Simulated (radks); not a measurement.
The numbers below are computed, except where a source is named.
Species: Cs2+. Configuration: [Kr] 4d10 5s2 5p5. Level of theory: Dirac Kohn-Sham, revPBE, spin-unpolarised, spherical densities, point nucleus; open shells are shared between the two j in proportion to 2j + 1 (a radial shooting solver on a logarithmic mesh with Libxc functionals).

Normalised radial functions P(r) = r R(r) (large component), r in bohr:

```
   r/bohr * 4d5/2, o 5s1/2, + 5p3/2 (the largest magnitude, 1.19, reaches the edge; | marks zero, & curves that meet)
 0.002132                             &o
 0.003232                             & o
 0.004938                             & o
 0.007546                             &  o
  0.01153                             *+ o
  0.01748                             *+ o
  0.02671                             |&+
  0.04081                           o | * +
  0.06237                        o    |   +*
  0.09454                         o   | +      *
   0.1445                          +  | o           *
   0.2208                       +     |      o     *
   0.3373                            +&
   0.5113         *         o         |       +
   0.7814  *                        o |    +
    1.194             *    +          |               o
    1.824          +             *    |                  o
    2.766                  +         *|       o
    4.226                          +  *o
    6.458                             &
```

4d5/2: eigenvalue -90.120 eV, 1 radial node at r = 0.335 bohr, <r> = 0.840 bohr, 90 % of the charge inside 1.27 bohr. 5s1/2: eigenvalue -42.537 eV, 4 radial nodes at r = 0.0323, 0.128, 0.340, 0.824 bohr, <r> = 1.71 bohr, 90 % of the charge inside 2.45 bohr. 5p3/2: eigenvalue -28.167 eV, 3 radial nodes at r = 0.116, 0.347, 0.898 bohr, <r> = 2.01 bohr, 90 % of the charge inside 2.93 bohr.
